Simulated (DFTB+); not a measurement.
DFTB+ input (SCC-DFTB): The folder sk holds the Slater-Koster set scc that CP2K ships.

```
Geometry = xyzFormat {
7

C      1.08331400    -0.36964600     0.01428200
C     -0.11449800     0.29184600    -0.57145900
O     -1.13643200     0.27846500     0.23147500
H      1.39523300    -1.17287000    -0.65956300
H      1.90627700     0.35094900     0.01626500
H      0.93967900    -0.77368300     1.03389600
H     -0.96263400    -0.16531700     1.10066700
}
Hamiltonian = DFTB {
  SCC = Yes
  SCCTolerance = 1e-8
  MaxSCCIterations = 300
  Charge = 0
  SlaterKosterFiles = Type2FileNames {
    Prefix = "sk/"
    Separator = ""
    Suffix = ".spl"
    LowerCaseTypeName = Yes
  }
  MaxAngularMomentum {
    C = "p"
    H = "s"
    O = "p"
  }
  Filling = Fermi { Temperature [K] = 0 }
}
ParserOptions { ParserVersion = 14 }
```

Output:

```
|===============================================================================
|
|
|  Copyright (C) 2006 - 2025  DFTB+ developers group
|
|===============================================================================
|
|  When publishing results obtained with DFTB+, please cite the following
|  reference:
|
|    Recent Developments in DFTB+, a Software Package for Efficient Atomistic
|    Quantum Mechanical Simulations, J. Phys. Chem. A 129, 5373−5390 (2025).
|    [https://doi.org/10.1021/acs.jpca.5c01146]
|
|  You should also cite additional publications crediting the parametrization
|  data you use. Please consult the documentation of the SK-files for the
|  references.
|
|===============================================================================

Reading input file 'dftb_in.hsd'
Parser version: 14

--------------------------------------------------------------------------------
Reading SK-files:
./sk/cc.spl
./sk/co.spl
./sk/ch.spl
./sk/oo.spl
./sk/oh.spl
./sk/hh.spl
Done.

Processed input in HSD format written to 'dftb_pin.hsd'

Starting initialization...
--------------------------------------------------------------------------------
Mode:                        Static calculation
Self consistent charges:     Yes
SCC-tolerance:                 0.100000E-07
Max. scc iterations:                    300
Shell resolved Hubbard:      No
Spin polarisation:           No
Nr. of up electrons:             9.000000
Nr. of down electrons:           9.000000
Periodic boundaries:         No
Electronic solver:           Relatively robust
Mixer:                       Broyden mixer
Mixing parameter:                  0.200000
Nr. of chrg. vec. in memory:            300
Max. SCC-cycles:                        300
Electronic temperature:              0.100000E-07 H      0.272114E-06 eV
Initial charges:             Set automatically (system chrg:   0.000E+00)
Included shells:             C:  s, p
                             O:  s, p
                             H:  s
Extra options:
                             Mulliken analysis

--------------------------------------------------------------------------------

***  Geometry step: 0

 iSCC Total electronic   Diff electronic      SCC error
    1   -0.83479349E+01    0.00000000E+00    0.37355909E+00
    2   -0.83513552E+01   -0.83479349E+01    0.27513866E+00
    3   -0.83545723E+01   -0.34203100E-02    0.35388700E-01
    4   -0.83546246E+01   -0.32170382E-02    0.68563945E-02
    5   -0.83546263E+01   -0.52395510E-04    0.29180487E-02
    6   -0.83546264E+01   -0.16089746E-05    0.49249387E-03
    7   -0.83546265E+01   -0.17178633E-06    0.80571790E-04
    8   -0.83546265E+01   -0.32251716E-07    0.46141736E-05
    9   -0.83546265E+01   -0.72010842E-09    0.62920510E-07
>> Charges saved for restart in charges.bin
   10   -0.83546265E+01   -0.36806114E-11    0.41625370E-10

Total Energy:                       -8.1861801911 H         -222.7573 eV
Extrapolated to 0K:                 -8.1861801911 H         -222.7573 eV
Total Mermin free energy:           -8.1861801911 H         -222.7573 eV
Force related energy:               -8.1861801911 H         -222.7573 eV

 Fermi distribution function

Calculation with static geometry

********************************************************************************
 iSCC Total electronic   Diff electronic      SCC error
   10   -0.83546265E+01   -0.36806114E-11    0.41625370E-10
********************************************************************************

 Total charge:    -0.00000000

 Atomic gross charges (e)
 Atom           Charge
    1      -0.18876355
    2      -0.10584998
    3      -0.18393553
    4       0.07971394
    5       0.07971399
    6       0.03286155
    7       0.28625958

Nr. of electrons (up):     18.00000000
Atom populations (up)
 Atom       Population
    1       4.18876355
    2       4.10584998
    3       6.18393553
    4       0.92028606
    5       0.92028601
    6       0.96713845
    7       0.71374042

l-shell populations (up)
 Atom Sh.   l       Population
    1   1   0       1.25651985
    1   2   1       2.93224370
    2   1   0       1.46383931
    2   2   1       2.64201066
    3   1   0       1.70654409
    3   2   1       4.47739144
    4   1   0       0.92028606
    5   1   0       0.92028601
    6   1   0       0.96713845
    7   1   0       0.71374042

Orbital populations (up)
 Atom Sh.   l   m       Population  Label
    1   1   0   0       1.25651985  s
    1   2   1  -1       0.97300814  p_y
    1   2   1   0       0.94642270  p_z
    1   2   1   1       1.01281286  p_x
    2   1   0   0       1.46383931  s
    2   2   1  -1       0.64865519  p_y
    2   2   1   0       1.24533072  p_z
    2   2   1   1       0.74802475  p_x
    3   1   0   0       1.70654409  s
    3   2   1  -1       1.59551563  p_y
    3   2   1   0       1.25782777  p_z
    3   2   1   1       1.62404804  p_x
    4   1   0   0       0.92028606  s
    5   1   0   0       0.92028601  s
    6   1   0   0       0.96713845  s
    7   1   0   0       0.71374042  s

Fermi level:                        -0.1320586508 H           -3.5935 eV
Band energy:                        -7.9158548793 H         -215.4014 eV
TS:                                  0.0000000000 H            0.0000 eV
Band free energy (E-TS):            -7.9158548793 H         -215.4014 eV
Extrapolated E(0K):                 -7.9158548793 H         -215.4014 eV
Input / Output electrons (q):     18.0000000000     18.0000000000

Energy H0:                          -8.3654184550 H         -227.6346 eV
Energy SCC:                          0.0107919924 H            0.2937 eV
Total Electronic energy:            -8.3546264626 H         -227.3410 eV
Repulsive energy:                    0.1684462715 H            4.5837 eV
Total energy:                       -8.1861801911 H         -222.7573 eV
Extrapolated to 0:                  -8.1861801911 H         -222.7573 eV
Total Mermin free energy:           -8.1861801911 H         -222.7573 eV
Force related energy:               -8.1861801911 H         -222.7573 eV

Non-constrained calculation

SCC converged

Dipole moment:    0.06642803   -0.28459718    0.59146270 au
Dipole moment:    0.16884322   -0.72337394    1.50334836 Debye
```

The geometry given is a B3LYP-D3(BJ)/def2-TZVP minimum.
